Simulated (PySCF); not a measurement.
This script is equivalent to a calculation on Ga+ (gallium, charge +1).

```python
from pyscf import gto, scf, dft, mp, cc
import basis_set_exchange as bse
mol = gto.M(atom="Ga 0 0 0", charge=1, spin=0, symmetry="D2h",
            basis=gto.basis.parse(bse.get_basis("cc-pVDZ-DK", elements=["Ga"], fmt="nwchem", header=False)),
            nucmod="G")
mf = scf.UHF(mol).sfx2c1e()
mf.irrep_nelec = {'Ag': (6, 6), 'B1g': (1, 1), 'B2g': (1, 1), 'B3g': (1, 1), 'B1u': (2, 2), 'B2u': (2, 2), 'B3u': (2, 2)}
mf.kernel()
```

(1) What total energy does it give?

(2) Which occupied shell lies highest, and where?

## Answers

(1) -1941.88168 hartree (calculated).

(2) 4s, at -19.064 eV.
